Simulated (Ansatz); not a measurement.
Input file for GeH7NSSi, SMILES `N[SiH2][S][GeH3]`:

```yaml
crystal:
  periodic: [false, false, false]
  atoms:
    - {symbol: N, position_ang: [-0.645597, 2.326540, -0.863097]}
    - {symbol: Si, position_ang: [-0.401512, 0.651247, -0.634087]}
    - {symbol: S, position_ang: [1.230949, 0.216210, 0.690801]}
    - {symbol: Ge, position_ang: [0.727129, -1.918665, 1.048456]}
    - {symbol: H, position_ang: [-0.923364, 2.909943, -0.089930]}
    - {symbol: H, position_ang: [-0.055153, 2.831809, -1.504017]}
    - {symbol: H, position_ang: [-1.626952, 0.049066, -0.047016]}
    - {symbol: H, position_ang: [-0.124784, 0.058990, -1.966088]}
    - {symbol: H, position_ang: [0.332059, -2.584940, -0.280523]}
    - {symbol: H, position_ang: [1.990378, -2.571760, 1.621478]}
    - {symbol: H, position_ang: [-0.437754, -2.025541, 2.044522]}
basis:
  gaussian: {orbitals: def2-SVP}
correlation: {method: ccsd_t}
```

```sh
$ ansatz run in.yaml --threads 4 --pin off --events-out ev --progress --plain --max-ram 10444MiB
```

Output of Ansatz, abridged:

```
Functional definition: HF
1143 factors; integrals over basis functions are off by at most 1.4e-3 eV
mean field evaluation 1: about -76730.8725 eV, gradient 3.1e1 eV
mean field evaluation 2: about -76730.8993 eV, gradient 3.1e1 eV
mean field evaluation 4: about -76733.4567 eV, gradient 2.9e0 eV
mean field evaluation 8: about -76733.4902 eV, gradient 1.1e-4 eV
mean field -76733.49023556 eV, -2819.9037543289 hartree, gradient 2.9e-6 eV, S^2 0.000000; 0 other end points of the search recorded, 0 dependent functions left out
20 core orbitals not correlated: weight in the atoms' cores, before any rotation towards them, 1.000 or more for the frozen orbitals, at most 0.000 for the correlated occupied ones
reference -76733.49023556 eV, -2819.9037543289 hartree; 18, 18 occupied and 79, 79 virtual orbitals, 1143 factors
second order -17.29487232 eV of doubles, -0.00000000 eV of singles
cycle   1  -17.97456253 eV  change   -6.8e-1 eV  update   9.8e-2
cycle   2  -18.54818022 eV  change   -5.7e-1 eV  update   2.9e-2
cycle   3  -18.62031964 eV  change   -7.2e-2 eV  update   1.2e-2
cycle   4  -18.61551439 eV  change    4.8e-3 eV  update   3.0e-3
cycle   5  -18.61525220 eV  change    2.6e-4 eV  update   1.2e-3
cycle   6  -18.61487261 eV  change    3.8e-4 eV  update   3.7e-4
cycle   7  -18.61472789 eV  change    1.4e-4 eV  update   1.5e-4
cycle   8  -18.61474019 eV  change   -1.2e-5 eV  update   5.0e-5
cycle   9  -18.61474688 eV  change   -6.7e-6 eV  update   1.7e-5
perturbative correction -0.51483135 eV, -0.0189197033 hartree
Total energy: -76752.61981379 eV, -2820.6067533626 hartree
```

It took 18 s on 4 threads of a server CPU on a shared host, with 0.57 GiB of host memory at the peak.

Correlation energy per correlated electron: -0.531 eV. T1 diagnostic: 0.0103.
